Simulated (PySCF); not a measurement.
C₄H₉NSi, SMILES C(CC)[SiH2]C#N (GFN2-xTB optimised geometry):

```
15

C      0.800    -2.190     0.728
C      1.139    -1.133    -0.315
C      0.513     0.225     0.000
Si    -1.390     0.225     0.000
C     -1.904     2.022     0.000
N     -2.226     3.121     0.000
H     -0.269    -2.391     0.742
H      1.100    -1.857     1.719
H      1.319    -3.121     0.509
H      2.226    -1.021    -0.365
H      0.801    -1.473    -1.297
H      0.881     0.568     0.970
H      0.869     0.952    -0.735
H     -1.984    -0.356     1.208
H     -1.939    -0.364    -1.225
```

Level of theory: PBE/def2-TZVP (PySCF).

Q: What are the frontier orbital energies and the dipole moment?

A: HOMO-2 -8.28 eV, HOMO-1 -8.23 eV, HOMO -7.62 eV, LUMO -1.29 eV, LUMO+1 -1.14 eV; dipole moment 4.34 D.

Meta-Löwdin charges at PBE/def2-TZVP: C1 -0.35, C2 -0.19, C3 -0.43, Si4 0.58, C5 -0.14, N6 -0.17, H7 0.11, H8 0.12, H9 0.12, H10 0.11, H11 0.11, H12 0.13, H13 0.13, H14 -0.07, H15 -0.07.
